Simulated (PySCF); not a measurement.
# First hyperpolarisability: SMILES F/C=C(/C(C#C)=O)F, C5H2F2O

Geometry (Å), atoms numbered from 1 in this order:
```xyz
10

C     2.729    0.357    0.484
C     1.634   -0.116    0.337
C     0.334   -0.694    0.164
O     0.116   -1.883    0.133
C    -0.750    0.316    0.025
F    -0.383    1.607    0.076
C    -2.020   -0.056   -0.142
F    -3.030    0.790   -0.274
H     3.682    0.780    0.613
H    -2.304   -1.098   -0.181
```

Computed, not measured: quadratic response B3LYP/def2-SVPD first hyperpolarisability, Taylor convention, gas phase (PySCF 2.14.0). Geometry: GFN2-xTB.

**Question.** What is the first hyperpolarisability, and how does it disperse?

**Answer.** In au, Taylor convention; the vector part is βᵢ = ⅓ Σⱼ (βᵢⱼⱼ + βⱼᵢⱼ + βⱼⱼᵢ); β∥ is 3/5 of the vector part along the dipole, the dipole points from − to +:
```tsv
process	λ (nm)	β vector norm	β∥	β HRS	depolarisation ratio
static β(0;0,0)	∞	367.0	-7.8	173.0	3.54
second harmonic β(−2ω;ω,ω)	1064	521.8	-24.9	245.4	3.60
Pockels β(−ω;ω,0)	1064	408.0	-11.6	–	–
```

**Question.** Which lowest excitations, dipole and polarisabilities go with it?

**Answer.** S1 3.64 eV (f = 0.000); S2 4.55 eV (f = 0.000); S3 4.65 eV (f = 0.192); dipole 1.38 D; isotropic α 65.7 au static, 66.7 au at 1064 nm, 70.4 au at 532 nm.
